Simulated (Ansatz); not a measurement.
A geometry optimisation of BBrGeH2Si with PBE0-D3(BJ)/def2-SVP

The starting geometry of this gas-phase singlet was optimised with GFN2-xTB.

```xyz
6

B    -1.8601    0.0922    2.0924
Br   -2.0470    0.2343   -2.5567
Ge   -0.4146   -1.2663   -1.6153
Si   -1.1352   -0.6137    0.5064
H    -2.7116    0.8988    2.0755
H    -1.4566   -0.2716    3.1354
```

Predict what becomes of its bonds when it is optimised with PBE0-D3(BJ)/def2-SVP.

A new bond forms, giving a structure with Br2 bridging Ge3 and Si4, given below by its coordinates. Contacts that close: Br2–Si4 (3.31 → 2.56 Å).

The energy falls by 0.63 eV over 27 steps:

| step | E − E(last) (eV) |
| --- | --- |
| 1 | 0.634 |
| 4 | 0.273 |
| 7 | 0.209 |
| 10 | 0.208 |
| 13 | 0.206 |
| 15 | 0.190 |
| 18 | 0.056 |
| 21 | 0.004 |
| 24 | 0.000 |
| 27 | 0.000 |

Final geometry (Å):

```yaml
atoms:
  - { symbol: B, position_ang: [-1.7701, 0.0294, 1.6180] }
  - { symbol: Br, position_ang: [-2.2746, 0.1501, -1.8024] }
  - { symbol: Ge, position_ang: [-0.1178, -0.5135, -0.6810] }
  - { symbol: Si, position_ang: [-2.0864, -1.3433, 0.2736] }
  - { symbol: H, position_ang: [-2.1049, 1.1891, 1.6068] }
  - { symbol: H, position_ang: [-1.2713, -0.4382, 2.6228] }
```

Frequencies at the end are all real (lowest 85 cm⁻¹). Run with Ansatz 0.2.0, 60 s on 2 threads of Intel(R) Xeon(R) Platinum 8375C CPU @ 2.90GHz (Ice Lake), on a shared host.
